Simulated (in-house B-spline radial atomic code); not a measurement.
The arsenic ion As⁸⁺: [Ar] (3d5/2)6 (7p1/2)1 (an excited or competing configuration)

Level of theory: Dirac-Hartree-Fock, average of the jj configuration, Fermi nucleus of rms radius 4.0968 fm; calculated with a B-spline radial code for spherical atoms.

Screening seen three ways: the hydrogenic charge with the same mean radius, Z_r = [3n² - l(l+1)]/(2<r>), the one with the same energy, Z_e = n√(-2ε), and Slater's rules. Values are occupation-weighted means over j.

```csv
shell,electrons,ε (eV),<r> (bohr),Z_r,Z_e,Slater
1s,2,-12163,0.04548,32.98,29.90,32.70
2s,2,-1786.2,0.2015,29.77,22.92,28.85
2p,6,-1587.8,0.1767,28.29,21.61,28.85
3s,2,-415.76,0.5712,23.63,16.58,21.75
3p,6,-349.62,0.5791,21.59,15.21,21.75
3d,6,-250.01,0.571,18.39,12.86,13.25
7p,1,-29.886,6.059,11.97,10.37,9.00
```

The least bound orbital is 7p1/2 at -29.89 eV, and it is also the most diffuse (<r> = 6.059 bohr).

For the 1s electron the small component carries 1.43 % of the norm, the zero-frequency Breit interaction raises the level by 17.92 eV, self-energy by 9.31 eV, and vacuum polarisation lowers it by 0.9153 eV.
